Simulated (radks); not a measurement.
Spherical quantum dot in the effective-mass picture: electrons in a hard-walled sphere of radius 1.37, all in effective atomic units (hartree* = m*/eps^2 hartree, bohr* = eps/m* bohr), one dielectric constant everywhere. Method: non-relativistic Kohn-Sham, PBE, spin-polarised, spherical densities; computed with a radial shooting solver with Libxc functionals. Levels are named by radial order and angular momentum (1s, 1p, 1d, 2s, ...), and open shells are averaged over m.

N = 9, configuration 1s2 1p6 1d(up 1, down 0). This is the lowest configuration that the search found. Occupied and some empty levels:

level    occupation  eigenvalue (hartree*)  <r> (bohr*)
1s up             1                 11.648       0.7551
1s down           1                 11.703       0.7528
1p up             3                 13.889       0.8513
1p down           3                 13.960       0.8503
1d up             1                 17.021       0.9131
1d down           0                 17.100       0.9126
2s up             0                 19.622       0.6599
2s down           0                 19.656       0.6610
1f up             0                 20.936       0.9578
1f down           0                 21.020       0.9575
2p up             0                 24.828       0.7309
2p down           0                 24.868       0.7312

Energy (hartree*): total 82.7575, kinetic 47.333, external 0, Hartree 43.654, exchange-correlation -8.2300.

Electron density:

r (bohr*)  n(r) (e/bohr*^3)
0.0346               0.6921
0.103                0.7402
0.171                0.8339
0.240                0.9678
0.308                 1.133
0.377                 1.318
0.445                 1.505
0.513                 1.679
0.582                 1.818
0.650                 1.902
0.719                 1.915
0.787                 1.845
0.856                 1.688
0.924                 1.452
0.992                 1.156
1.06                 0.8336
1.13                 0.5285
1.20                 0.2719
1.27                0.09722
1.33                0.01111
